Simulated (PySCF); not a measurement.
Isomers of C7H11OPS, mass 174.027 u with the commonest isotopes. Method: PBE0/pcSseg-1 in PySCF (dipole) on a GFN2-xTB geometry, gas phase. One conformer each, none proved a minimum here; rigid rotors.

Question: Order these by radius of gyration √(Σ m r²/M), smallest first.
A. `[CH3:1][C:2]#[C:3][P:4]1(=[O:5])[CH2:6][CH2:7][S:8][CH2:9][CH2:10]1` with C3–P4–C6–C7 -170°, P4–C6–C7–S8 69°, C6–C7–S8–C9 -67°, C7–S8–C9–C10 67°
B. `[CH3:1][S:2][c:3]1[cH:4][p:5][c:6]([CH:7]([CH3:8])[CH3:9])[o:10]1` with C1–S2–C3–C4 -179°, P5–C6–C7–C8 -84°
C. `[CH3:1][CH:2]([CH3:3])[P@@H:4](=[O:5])[c:6]1[cH:7][cH:8][cH:9][s:10]1` with C1–C2–P4–O5 59°, C2–P4–C6–C7 -112°
D. `[CH3:1][C:2](=[O:3])[P@:4]1(=[S:5])[CH:6]=[C:7]([CH3:8])[CH2:9][CH2:10]1` with C1–C2–P4–S5 41°, C2–P4–C6–C7 -95°, C6–C7–C9–C10 -17°, C7–C9–C10–P4 22°, C2–P4–C10–C9 88°
E. `[CH:1]#[C:2][P@:3](=[S:4])([C:5]([CH3:6])=[O:7])[CH:8]([CH3:9])[CH3:10]` with C2–P3–C5–C6 74°, C2–P3–C8–C9 178°

Answer: E (2.210 Å), D (2.282 Å), C (2.357 Å), B (2.469 Å), A (2.504 Å).

Question: Order these by out-of-plane moment Σ m c² = (Ia + Ib − Ic)/2, largest first.
A. `[CH3:1][CH:2]([CH3:3])[P@@H:4](=[O:5])[c:6]1[cH:7][cH:8][cH:9][s:10]1` with C1–C2–P4–O5 59°, C2–P4–C6–C7 -112°
B. `[CH:1]#[C:2][P@:3](=[S:4])([C:5]([CH3:6])=[O:7])[CH:8]([CH3:9])[CH3:10]` with C2–P3–C5–C6 74°, C2–P3–C8–C9 178°
C. `[CH3:1][O:2][c:3]1[s:4][cH:5][p:6][c:7]1[CH:8]([CH3:9])[CH3:10]` with C1–O2–C3–S4 -2°, P6–C7–C8–C9 -90°
D. `[CH3:1][C:2]#[C:3][P:4]1(=[O:5])[CH2:6][CH2:7][S:8][CH2:9][CH2:10]1` with C3–P4–C6–C7 -170°, P4–C6–C7–S8 69°, C6–C7–S8–C9 -67°, C7–S8–C9–C10 67°
E. `[CH3:1][C:2](=[O:3])[P@:4]1(=[S:5])[CH:6]=[C:7]([CH3:8])[CH2:9][CH2:10]1` with C1–C2–P4–S5 41°, C2–P4–C6–C7 -95°, C6–C7–C9–C10 -17°, C7–C9–C10–P4 22°, C2–P4–C10–C9 88°
F. `[CH3:1][S:2][c:3]1[cH:4][p:5][c:6]([CH:7]([CH3:8])[CH3:9])[o:10]1` with C1–S2–C3–C4 -179°, P5–C6–C7–C8 -84°

Answer: B (206.44 u·Å²), E (122.51 u·Å²), D (118.26 u·Å²), F (46.85 u·Å²), A (44.64 u·Å²), C (44.27 u·Å²).

Question: Order these by dipole moment, largest first.
A. `[CH:1]#[C:2][P@:3](=[S:4])([C:5]([CH3:6])=[O:7])[CH:8]([CH3:9])[CH3:10]` with C2–P3–C5–C6 74°, C2–P3–C8–C9 178°
B. `[CH3:1][O:2][c:3]1[s:4][cH:5][p:6][c:7]1[CH:8]([CH3:9])[CH3:10]` with C1–O2–C3–S4 -2°, P6–C7–C8–C9 -90°
C. `[CH3:1][C:2](=[O:3])[P@:4]1(=[S:5])[CH:6]=[C:7]([CH3:8])[CH2:9][CH2:10]1` with C1–C2–P4–S5 41°, C2–P4–C6–C7 -95°, C6–C7–C9–C10 -17°, C7–C9–C10–P4 22°, C2–P4–C10–C9 88°
D. `[CH3:1][S:2][c:3]1[cH:4][p:5][c:6]([CH:7]([CH3:8])[CH3:9])[o:10]1` with C1–S2–C3–C4 -179°, P5–C6–C7–C8 -84°
E. `[CH3:1][CH:2]([CH3:3])[P@@H:4](=[O:5])[c:6]1[cH:7][cH:8][cH:9][s:10]1` with C1–C2–P4–O5 59°, C2–P4–C6–C7 -112°

Answer: C (4.17 D), E (3.75 D), A (2.97 D), B (2.62 D), D (2.49 D).

```
                  SMILES  point group  Ia (u·Å²)  Ib (u·Å²)  Ic (u·Å²)      κ  μa (D)  μb (D)  μc (D)
  CC(C)[P@@H](=O)c1cccs1           C1     267.39     744.18     922.29  -0.80    1.48    3.35    0.81
C#C[P@](=S)(C(C)=O)C(C)C           C1     485.26     571.14     643.53  -0.22    0.60    1.22    2.64
        CSc1cpc(C(C)C)o1           C1     289.00     818.93    1014.22  -0.81    0.08    2.47    0.24
CC(=O)[P@]1(=S)C=C(C)CC1           C1     376.01     652.73     783.72  -0.63    3.61    1.74    1.16
          COc1scpc1C(C)C           C1     389.58     557.75     858.79  -0.10    2.01    1.67    0.08
        CC#CP1(=O)CCSCC1           Cs     245.56     963.41     972.46  -0.99    2.62    0.02    3.12
```
